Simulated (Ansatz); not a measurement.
# Ligand exchange: GeH2(CH3)F + BH2I → GeH2(CH3)I + BH2F

Species: GeH2(CH3)F, singlet; BH2I `BI`, singlet; GeH2(CH3)I, singlet; BH2F `BF`, singlet. The partners trade F for I: Ge–F and B–I bonds give way to Ge–I and B–F.

Shapes, held fixed at every level: PBE0-D4/def2-TZVP. Programs: Ansatz 0.2.0. The zero-point and thermal change to 298 K, harmonic and unscaled (PBE0-D4/def2-TZVP), is +3.4 kJ/mol.

| level | kind | ΔH(298 K) (kJ/mol) | less CCSD(T)/def2-TZVPP | CPU time (sum over the molecules) |
| --- | --- | --- | --- | --- |
| SPW92/def2-TZVPP | LDA | -95.8 | -5.4 | 7 s |
| PBE0-D4/def2-TZVPP | global hybrid | -97.1 | -6.7 | 15 s |
| r2SCAN0-D4/def2-TZVPP | global hybrid | -97.2 | -6.8 | 26 s |
| wB97M-V/def2-TZVPP | range-separated hybrid | -97.2 | -6.8 | 56 s |
| MP2/def2-SVP | perturbation theory | -105.7 | -15.3 | – |
| CCSD/def2-TZVPP | coupled cluster or CI | -92.1 | -1.7 | – |
| CCSD(T)/def2-TZVPP | coupled cluster or CI | -90.4 | 0.0 | 6.3 min |

The highest level, CCSD(T)/def2-TZVPP, gives ΔH(298 K) = -90.4 kJ/mol; the levels span -105.7 to -90.4. The column of differences is taken from that level and isn't an error. No measured value is set beside it here. For atoms past krypton def2 sets carry core potentials with scalar relativity. Relativity is left out for Ge unless named. Correlated rows may include outer-core shells of Ge, I, which these sets cover unevenly. Times are processor times on shared x86 and Arm servers, and rough.
